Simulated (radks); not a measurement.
Values are calculated unless marked as measured or tabulated.
Task: Neutral nitrogen, 7 electrons, occupied as [He] 2s2 2p2 7f1 (not the ground configuration). Code: a radial shooting solver on a logarithmic mesh with Libxc functionals. Model: Dirac Kohn-Sham, PBEsol, spin-unpolarised, spherical densities, point nucleus; open shells fill j = l - 1/2 first. Some entries of the table are withheld. Estimate them.

| orbital | occ. | eigenvalue (eV) | <1/r> (bohr^-1) |
|---|---|---|---|
| 1s1/2 | 2 | -399.3923 | 6.627 |
| 2s1/2 | 2 | -31.7073 | 1.161 |
| 2p1/2 | 2 | (1) | (2) |
| 7f5/2 | 1 | -0.2207 | 0.02175 |

Result: 
(1) 2p1/2 eigenvalue (eV): -20.0161
(2) 2p1/2 <1/r> (bohr^-1): 1.044
